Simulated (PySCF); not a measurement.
One group Y is varied and pulled off as a radical: Y-Sn(OCH3)3. All species are isolated molecules in the gas phase. Each species was relaxed from one start; no search for lower structures was made at this level. In the def2 sets, heavy atoms carry core potentials. Strings in code marks are SMILES.

The S1 excitation (TDA) from two functionals at the same geometries (PBE0-D3(BJ)/def2-SVP), both in PySCF: PBE-D3(BJ)/def2-SVP and CAM-B3LYP-D3(BJ)/def2-SVP. Excitations are Tamm–Dancoff values on a coarser integration grid. The basis has no diffuse functions, so Rydberg states are missing or too high.

```tsv
species	CAM-B3LYP-D3(BJ)/def2-SVP (eV)
Y = benzyl (`C[O][Sn]([O]C)([O]C)[CH2]c1ccccc1`)	5.36
Y = trifluoromethyl (`C[O][Sn]([O]C)([O]C)[C](F)(F)F`)	5.46
Y = 2,2,2-trifluoroethyl (`C[O][Sn]([CH2]C(F)(F)F)([O]C)[O]C`)	5.66
Y = but-3-enyl (`C=CC[CH2][Sn]([O]C)([O]C)[O]C`)	5.83
```

Task: What does PBE-D3(BJ)/def2-SVP give for each?

Result: 
- Y = benzyl (`C[O][Sn]([O]C)([O]C)[CH2]c1ccccc1`): 3.94
- Y = trifluoromethyl (`C[O][Sn]([O]C)([O]C)[C](F)(F)F`): 4.10
- Y = 2,2,2-trifluoroethyl (`C[O][Sn]([CH2]C(F)(F)F)([O]C)[O]C`): 4.27
- Y = but-3-enyl (`C=CC[CH2][Sn]([O]C)([O]C)[O]C`): 4.37
Over these rows, drawn at random from the members with no instability flagged (it was tested for open shells, ions and some series alone), PBE minus CAM-B3LYP-D3(BJ): mean -1.41 eV, from -1.46 eV to -1.36 eV.
